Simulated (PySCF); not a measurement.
**Working out the ionisation energy of Hf²⁺**

Hf²⁺ [Xe] 4f14 5d2 (3F) → Hf³⁺ [Xe] 4f14 5d1 (2D). Computed with PySCF 2.14 in def2-QZVPPD with the def2 core potential (60 electrons), with a scalar-relativistic core potential. Frozen: nothing. Energies in hartree (1 hartree = 27.21139 eV):

| part | Hf²⁺ (lower) | Hf³⁺ (upper) |
| --- | --- | --- |
| UHF | -46.677784 | -45.889106 |
| MP2 opposite-spin | -0.154122 | -0.144643 |
| MP2 same-spin | -0.058330 | -0.050726 |

Task: What does Hartree-Fock give?

Result: (-45.889106) − (-46.677784) = 0.788678 hartree = 21.461 eV.

Task: What do MP2 and SCS-MP2 (6/5 opposite-spin, 1/3 same-spin) give?

Result: The opposite-spin parts differ by 0.258 eV and the same-spin parts by 0.207 eV. MP2: 21.461 + (0.258) + (0.207) = 21.926 eV. SCS-MP2: 21.461 + 1.2 × (0.258) + (0.207)/3 = 21.840 eV.

Reference: 22.55 ± 0.04 eV (theoretical estimate listed by NIST; NIST Atomic Spectra Database, ionization energies), between the lowest levels; spin-orbit coupling is absent from the calculation.

What remains against the reference includes basis incompleteness and correlation beyond second order.
